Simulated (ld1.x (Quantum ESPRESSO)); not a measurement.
**Before and after: PAW potential for cadmium (Cd)**

```json
{
 "Element": "cadmium",
 "Generator": "ld1.x (Quantum ESPRESSO) 7.5",
 "Type": "PAW",
 "Functional": "PBEsol",
 "Relativity": "scalar-relativistic",
 "Frozen core": "[Kr]",
 "Valence charge": "12",
 "Reference configuration": "4d10 5s2 5p0",
 "Partial waves": "5s (bound): rcut 1.65, rcutus 2.10 bohr; 5s channel at 1.2 Ry: rcut 1.65, rcutus 2.10 bohr; 5p (bound, empty): rcut 2.80, rcutus 3.50 bohr; 5p channel at 4.25 Ry: rcut 2.80, rcutus 3.50 bohr; 4d (bound): rcut 0.90, rcutus 1.20 bohr; 4d channel at 2.35 Ry: rcut 0.90, rcutus 1.20 bohr",
 "Local potential": "all-electron potential smoothed inside 1.10 bohr (lloc = -2)",
 "Core correction": "Bessel-smoothed model core inside 1.00 bohr",
 "Augmentation charge": "PSQ, radius 1.00 bohr"
}
```

Change: wave 5s channel at 1.2 Ry: rcut 1.65, rcutus 2.10 bohr becomes 5s channel at -0.11 Ry: rcut 1.65, rcutus 2.10 bohr.

Cutoffs: the cutoffs (Ry, on a coarse ladder) from which the occupation-weighted sum of valence levels, in a spherical-Bessel basis at the reference potential, stays within 10 and 1 mRy of its value at 400 Ry; they do not see the model core or the augmentation charge, which bear on the density cutoff. Errors are all-electron minus pseudo energies relative to the spin-unpolarised reference configuration.

**Question.** What does the change do?

**Answer.** The potential gets neither clearly harder nor softer (80 Ry and 140 Ry → 80 Ry and 140 Ry); both files keep a bound ghost (p, s); the errors of the 7 common tests hardly move.

| quantity | base | changed |
| --- | --- | --- |
| cutoff, loose | 80 Ry | 80 Ry |
| cutoff, tight | 140 Ry | 140 Ry |
| bound ghosts | s, p | s, p |
| error for 4d10 5s1 5p0, meV [ΔE 9.31 eV] | -2.5 | -2.5 |
| error for 4d10 5s0 5p0, meV [ΔE 26.40 eV] | -9.7 | -9.7 |
| error for 4d9 5s0 5p0, meV [ΔE 64.40 eV] | -127 | -127 |
| error for 4d10 5s0 5p1, meV [ΔE 15.16 eV] | -0.7 | -0.7 |
| error for 4d8 5s0 5p0, meV [ΔE 118.44 eV] | -582 | -582 |
| error for 4d9 5s2 5p0, meV [ΔE 17.97 eV] | -65 | -66 |
| error for 4d10 5s0 5p2, meV [ΔE 9.77 eV] | -1.9 | -1.9 |
| s: phases at 3.80 bohr within 0.05 rad from the reference energy up to (Ry; the scan ends near 5) | to the end of the scan | 4.9 |
| p: phases at 3.80 bohr within 0.05 rad from the reference energy up to (Ry; the scan ends near 5) | 1.8 | 1.8 |
| d: phases at 3.80 bohr within 0.05 rad from the reference energy up to (Ry; the scan ends near 5) | to the end of the scan | to the end of the scan |
| lowest overlap eigenvalue by channel | s 0.40, p 0.05, d 0.95 | s 0.39, p 0.05, d 0.95 |

 A true bound ghost makes a file unfit for plane-wave use even where its test errors are small: the radial tests pick states by their node count and pass the ghost by.
